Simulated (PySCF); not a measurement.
# Reading the logs of faulty runs: BClGeH5Si cation

All numbers below are calculated, not measured. The program is PySCF 2.14.0, an open-source quantum chemistry code, run on an isolated molecule that a program drew, which may never have been made. The molecule is BClGeH5Si cation (charge +1, singlet), drawn as the SMILES string `B[Si+](Cl)[GeH3]`.

Each row is a Hartree-Fock (HF) and frozen-core CCSD(T) single point in the cc-pV(D+d)Z basis, meant for a local HF minimum. Run 1 is clean. Each other run has one planted mistake out of seven kinds, and not every kind appears here: one electron removed, one electron added, multiplicity raised by two, geometry at a saddle point, minimal basis STO-3G, one bond length entered in bohr, all coordinates scaled. The reference is restricted for singlets and unrestricted otherwise, and also for a bond in bohr. Adding or removing an electron swaps singlet and doublet. Electrons count all cores. HOMO and LUMO are orbital energies over both spins, the gradient is its largest component, and the lowest frequency (negative if imaginary) is given only where the gradient is small. Bond lengths are over the 8 bonds as drawn. T1 is the CCSD diagnostic: over 0.02 (restricted) or 0.045 (unrestricted) a single reference is doubtful. Germanium has the cc-pVDZ-PP basis, with a core potential (ECP10MDF) in place of its 10 inner electrons, and its 3s, 3p and 3d shells are frozen in CCSD(T).

Geometry of the clean run:
```xyz
9
BClGeH5Si cation, angstrom
B    -0.6793   -1.2961    0.3345
Si    1.2567   -0.7596   -0.0011
Cl    2.4626   -2.3569   -0.0288
Ge    2.3712    1.4045   -0.3674
H    -1.0640   -1.3505    1.4600
H    -1.3692   -1.5429   -0.6039
H     3.0017    1.2375   -1.7379
H     3.3668    1.4747    0.7760
H     1.2613    2.4367   -0.3037
```

| run | electrons | basis functions | <S^2> | HOMO (eV) | LUMO (eV) | gradient (hartree/bohr) | lowest frequency (cm^-1) | mean bond (Å) | longest bond (Å) | T1 | HF (hartree) | CCSD(T) (hartree) | mistake |
|---|---|---|---|---|---|---|---|---|---|---|---|---|---|
| 1 | 72 | 108 | 0.000 | -15.65 | -5.01 | 1.7e-05 | 36 | 1.6792 | 2.462 | 0.0149 | -1069.15333 | -1069.61526 | no fault |
| 2 | 72 | 108 | 0.899 | -14.24 | -5.31 | 9.6e-03 | - | 1.8480 | 2.868 | 0.0325 | -1069.05456 | -1069.50096 | one bond length entered in bohr |
| 3 | 71 | 108 | 0.788 | -22.50 | -13.70 | 6.6e-02 | - | 1.6792 | 2.462 | 0.0262 | -1068.61350 | -1069.06536 | ? |
| 4 | 72 | 108 | 0.000 | -15.33 | -5.15 | 3.4e-02 | - | 1.7817 | 2.612 | 0.0164 | -1069.12913 | -1069.59679 | ? |

**Which mistake was planted in run 3, and what did it cost?**

It counts 71 electrons, one fewer than the clean run, at the same geometry and basis. So the mistake is: one electron removed. Subtracting run 1 and multiplying by 627.51 kcal/mol a hartree, the energy moved by 338.7 kcal/mol in HF and 345.1 kcal/mol in CCSD(T).

**Which mistake was planted in run 4, and what did it cost?**

The mean and the longest bond both change by the same factor, 1.061, and the gradient is no longer small. So the mistake is: all coordinates scaled. Subtracting run 1 and multiplying by 627.51 kcal/mol a hartree, the energy moved by 15.2 kcal/mol in HF and 11.6 kcal/mol in CCSD(T).

